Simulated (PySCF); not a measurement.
Rows and methods have been separated. Pair them.

C3H10Si2.
Numbering: `[CH3:1]/[C:2]([SiH3:3])=[CH:4]\[SiH3:5]` (hydrogens: H6, H7, H8 on C1; H9, H10, H11 on Si3; H12 on C4; H13, H14, H15 on Si5)

Structure used (PBE0-D3(BJ)/def2-SVP), in Å, numbered top down from 1:
```xyz
15
C3H10Si2 angstrom
C     -0.477    1.422    0.252
C     -0.459   -0.033   -0.116
Si    -2.083   -0.792   -0.700
C      0.649   -0.802   -0.049
Si     2.354   -0.233    0.503
H     -1.184    1.610    1.077
H     -0.818    2.040   -0.596
H      0.511    1.798    0.564
H     -2.575   -0.088   -1.926
H     -3.137   -0.637    0.353
H     -1.886   -2.241   -1.000
H      0.558   -1.858   -0.336
H      2.858    0.902   -0.332
H      3.307   -1.375    0.372
H      2.349    0.222    1.929
```

The closed-shell ground state was solved 4 times with PySCF (density fitting, gas phase), always with PBE0, in these basis sets: 6-31G, 6-31G*, STO-3G and pcSseg-1.

```csv
row,total energy (Eh),HOMO (eV),LUMO (eV),dipole (D)
P,-698.8509,-7.67,-0.91,0.57
Q,-690.7984,-5.18,3.37,0.30
R,-698.7565,-7.41,-0.41,0.58
S,-698.8452,-7.47,-0.62,0.58
```

Task: Which basis belongs to which row?

Result: P = pcSseg-1, Q = STO-3G, R = 6-31G, S = 6-31G*. From the lowest total energy up: pcSseg-1 (149 functions) 0 eV; 6-31G* (98 functions) +0.16 eV; 6-31G (73 functions) +2.57 eV; STO-3G (43 functions) +219.12 eV.
